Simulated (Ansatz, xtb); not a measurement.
Species: SrF2, charge 1, multiplicity 2. SMILES of the parent species: [F][Sr][F]
Structure (B3LYP-D3(BJ)/def2-TZVP (Ansatz, a quantum-chemistry and plane-wave program) minimum search):
```xyz
3

Sr    -0.1196    -0.4242    -0.4577
F      0.1221     1.6411     0.3094
F      0.3827     0.1500     1.6232
```
Charge +1, spin multiplicity 2.

Harmonic wavenumbers from GFN2-xTB (xtb, at its own minimum), cm⁻¹: 95, 218, 239.

Task: Give the harmonic wavenumbers at B3LYP-D3(BJ)/def2-TZVP (Ansatz, finite differences of forces, unscaled).

Result: 290, 320, 464 cm⁻¹. Zero-point energy 1.5 kcal/mol.

Task: From these and the geometry, give the ideal-gas thermochemistry at 298.15 K and 1 atm (rigid rotor, harmonic oscillator).

Result: Point group C2v, rotational symmetry number 2. Rotational constants 13.24, 4.879, 3.566 GHz. S(trans) 40.40, S(rot) 23.37, S(vib) 3.54, S(elec, spin only) 1.38, S 68.7 cal/(mol K). H(298) - H(0) 3.05 kcal/mol; G - E(el) -15.9 kcal/mol.
